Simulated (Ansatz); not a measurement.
Process, species as SMILES: [BH]F (BH-F) → B atom + F atom + H atom
B3LYP-D3(BJ)/def2-TZVP geometries, fixed; electronic energies without zero-point terms.
Largest species:
```
B
F 1 1.3046
H 1 1.2028 2 121.00
```
Charge 0, spin multiplicity 2.

Basis-set convergence of the atomisation energy at PBE with Ansatz (a program for electronic structure). All functions are spherical. The program fits the integrals of some runs and decomposes those of others, by size. Open shells are unrestricted. No added dispersion term, no relativity. Functions are those of the species that has most. Reference: the value in pcseg-4, 242.37 kcal/mol, itself unsure by roughly 0.09 kcal/mol (its mean distance from aug-pcseg-3, aug-cc-pVQZ, cc-pV5Z). Deviations are taken from unrounded values.

```json
[
 {"basis": "def2-SV(P)", "functions": "30"},
 {"basis": "def2-SVP", "functions": "33"},
 {"basis": "def2-SVPD", "functions": "51"},
 {"basis": "aug-pcseg-1", "functions": "55"},
 {"basis": "def2-TZVP", "functions": "68"},
 {"basis": "def2-TZVPP", "functions": "76"},
 {"basis": "def2-TZVPD", "functions": "86"},
 {"basis": "def2-TZVPPD", "functions": "94"},
 {"basis": "aug-pcseg-2", "functions": "115"},
 {"basis": "def2-QZVPP", "functions": "144"},
 {"basis": "def2-QZVPPD", "functions": "162"},
 {"basis": "aug-pcseg-3", "functions": "219"}
]
```

Task: Which is the smallest set listed that can be trusted to 2 kcal/mol here, that is, within that of the reference together with its larger relatives (same family, alike in diffuse functions; a set with none to test it counts only in the reference's own line)?

Result: The smallest set listed that lies within 2 kcal/mol of the reference with all its larger relatives (same family, alike in diffuse functions; a set with none counts only in the reference's own line) is def2-SVPD (51 functions, -0.14 kcal/mol off). Value minus reference: def2-SV(P) 2.67, def2-SVP 3.74, def2-SVPD -0.14, aug-pcseg-1 -3.58, def2-TZVP -0.21, def2-TZVPP -0.09, def2-TZVPD -0.60, def2-TZVPPD -0.49, aug-pcseg-2 0.12, def2-QZVPP -0.16, def2-QZVPPD -0.20, aug-pcseg-3 0.08 kcal/mol.
